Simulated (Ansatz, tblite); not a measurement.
Isomers of Te₄As⁺ (singlet), found by a short tight-binding search and relaxed with PBE-D4/def2-SVP in Ansatz.

In the def2 sets Te takes a core potential; there is no spin–orbit coupling. The xTB rows come from tblite. HSE06 is defined as in plane-wave codes, on full-range PBE exchange. Correlated methods freeze 25 core orbitals; core or outer-core shells of As, Te are correlated, in sets that lack core-valence functions.

Run but left out: HF/def2-SVP (A: restricted singlet, unstable towards broken spin symmetry); BHLYP-D4/def2-TZVP (A: restricted singlet, unstable in another Hartree–Fock run and untested here).

A: The restricted singlet is unstable towards broken spin symmetry in Hartree–Fock (as tested in another run); at PBE-D4/def2-TZVP, r2SCAN-D4/def2-TZVP, PBE0-D4/def2-TZVP, HSE06-D4/def2-TZVP this wasn't settled. At CCSD(T)/def2-SVP T1 of the charge 1 singlet is large (up to 0.027), so the single-reference result is doubtful. At CCSD(T)/def2-SVP the restricted singlet (for correlated methods, its reference) is unstable: a solution with broken spin symmetry lies lower. B: The restricted singlet is unstable towards broken spin symmetry in Hartree–Fock (as tested in another run); at PBE-D4/def2-TZVP, r2SCAN-D4/def2-TZVP, PBE0-D4/def2-TZVP, HSE06-D4/def2-TZVP this wasn't settled. At CCSD(T)/def2-SVP T1 of the charge 1 singlet is large (up to 0.034), so the single-reference result is doubtful. At CCSD(T)/def2-SVP the restricted singlet (for correlated methods, its reference) is unstable: a solution with broken spin symmetry lies lower. C: At CCSD(T)/def2-SVP T1 of the charge 1 singlet is large (up to 0.021), so the single-reference result is doubtful.

Other spin states were run for one of them alone.

A:

Cartesian coordinates in Å:
```
As 1.0075 -2.2404 0.5211
Te -2.1241 2.2941 -0.9423
Te -0.1970 -0.6466 2.0582
Te 1.1706 -0.8817 -1.5957
Te 0.1431 1.4746 -0.0413
```

B:

```xyz
5

As   -0.9202    0.6702    0.6733
Te   -0.9601    0.0403   -2.0002
Te    1.4200   -0.3746    1.6625
Te    0.9490    1.7065   -1.0526
Te   -0.4887   -2.0424    0.7169
```

C:

```xyz
5

As    1.553   -0.134    0.561
Te   -0.010   -2.251    0.148
Te    1.254    1.469   -1.530
Te   -0.542    1.565    0.574
Te   -2.255   -0.649    0.247
```

Estimate which lies lowest at each level, and how far above it the others are (kcal/mol).


```
              level     A     B    C
           GFN1-xTB  33.2  20.0  0.0
           GFN2-xTB  15.2  27.3  0.0
   PBE-D4/def2-TZVP  14.3   9.8  0.0
r2SCAN-D4/def2-TZVP  14.8  12.4  0.0
  PBE0-D4/def2-TZVP  20.7  14.4  0.0
 HSE06-D4/def2-TZVP  20.0  13.9  0.0
       MP2/def2-SVP  12.6   6.6  0.0
      CCSD/def2-SVP  18.1  18.1  0.0
   CCSD(T)/def2-SVP  12.2  12.4  0.0
```
Point groups (tolerance 0.1 Å): A Cs, B C2v, C not assigned. Lower isomers may exist.
